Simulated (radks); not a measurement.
Spherical jellium clusters: N electrons in a uniform positive sphere of charge N and radius rs N^(1/3), rs = 4.18 bohr. Method: non-relativistic Kohn-Sham, LDA (Slater exchange, Perdew-Wang correlation), spin-polarised, spherical densities; computed with a radial shooting solver with Libxc functionals. Levels are named by radial order and angular momentum (1s, 1p, 1d, 2s, ...), and open shells are averaged over m. Each electron was tried in the lowest free levels, single moves between levels near the top were tried too, and the lowest total energy was kept; such a search can miss a lower state. Energies include the self-energy of the background; IP and EA are vertical (highest electron removed, lowest free level filled), at fixed background; spill-out counts the electrons outside the background radius R, and alpha is the static dipole polarisability from linear response (closed shells only). A dash means not computed or, for alpha, an open shell; in EA it means that no bound solution was reached, which is typical of self-interaction and does not show that the anion is unstable. Real open-shell clusters deform, which this model forbids.

N        open shells  2S  E(N+1) + E(N-1) - 2E(N) (eV)  IP (eV)  -e(HOMO) (eV)  spill-out (e)  alpha/R^3
1   1s(up 1, down 0)   1                             -        -          2.926           0.37          -
2               none   0                         1.022    5.099          3.087           0.53      1.597
3   1p(up 1, down 0)   1                        -0.610    3.716          2.100           0.82          -
4   1p(up 2, down 0)   2                        -0.423    4.222          2.589           0.99          -
5   1p(up 3, down 0)   3                         0.291    4.501          2.902           1.10          -
6   1p(up 3, down 1)   2                        -0.344    4.085          2.644           1.24          -
7   1p(up 3, down 2)   1                        -0.248    4.353          2.920           1.35          -
8               none   0                         1.107    4.526          3.117           1.45      1.410
9   1d(up 1, down 0)   1                        -0.250    3.352          2.078           1.62          -
10  1d(up 2, down 0)   2                        -0.212    3.581          2.318           1.75          -
11  1d(up 3, down 0)   3                        -0.181    3.760          2.512           1.87          -
12  1d(up 4, down 0)   4                        -0.155    3.903          2.672           1.96          -
13  1d(up 5, down 0)   5                         0.321    4.019          2.806           2.05          -
14  1d(up 5, down 1)   4                        -0.166    3.661          2.507           2.15          -
15  1d(up 5, down 2)   3                        -0.142    3.804          2.659           2.25          -
16  1d(up 5, down 3)   2                        -0.123    3.921          2.788           2.33          -
17  1d(up 5, down 4)   1                        -0.108    4.018          2.898           2.41          -
18              none   0                         0.206    4.101          2.993           2.49      1.313
19  2s(up 1, down 0)   1                         0.200    3.870          2.786           2.65          -
20              none   0                         0.358    3.670          2.624           2.84      1.344
21  1f(up 1, down 0)   1                        -0.115    3.327          2.295           2.93          -
22  1f(up 2, down 0)   2                        -0.105    3.425          2.402           3.01          -
23  1f(up 3, down 0)   3                             -    3.512          2.498           3.09          -

All shells are closed at N = 2, 8, 18, 20 (there: 1s2 1p6 1d10 2s2); the second difference of the energy has clear peaks (12 % above both neighbours; the first and last values, which can be the largest, are not judged, and half-filled shells can peak too) at N = 5, 8, 13, 20.
